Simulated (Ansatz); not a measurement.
Ansatz (a quantum-chemistry and plane-wave program) input:

Ansatz 0.2 input:
```yaml
crystal:
  periodic: [false, false, false]
  atoms:
    - {symbol: C, position_ang: [2.06411069, 0.48212494, 1.66984862]}
    - {symbol: O, position_ang: [1.03714572, -0.43657099, 1.28729807]}
    - {symbol: Ge, position_ang: [-0.00327679, -0.04972205, -0.07844725]}
    - {symbol: Cl, position_ang: [1.14439771, 0.39242083, -1.82768741]}
    - {symbol: Cl, position_ang: [-1.23553860, -1.77539580, -0.35425360]}
    - {symbol: O, position_ang: [-0.97441266, 1.38848467, 0.21455088]}
    - {symbol: C, position_ang: [-1.94139259, 1.38000353, 1.26806028]}
    - {symbol: H, position_ang: [1.65385612, 1.46565630, 1.91370174]}
    - {symbol: H, position_ang: [2.54287394, 0.06728830, 2.55590491]}
    - {symbol: H, position_ang: [2.81131233, 0.59274080, 0.88043448]}
    - {symbol: H, position_ang: [-2.38187470, 2.37571956, 1.29846639]}
    - {symbol: H, position_ang: [-2.72955231, 0.64788840, 1.07692541]}
    - {symbol: H, position_ang: [-1.48053617, 1.16430636, 2.23563104]}
basis:
  gaussian:
    orbitals: def2-TZVP
hamiltonian:
  xc: {name: PBE0}
```

Problem. Predict the final energy.

Solution. -3227.09511 Eh (PBE0/def2-TZVP). The basis has 282 functions.
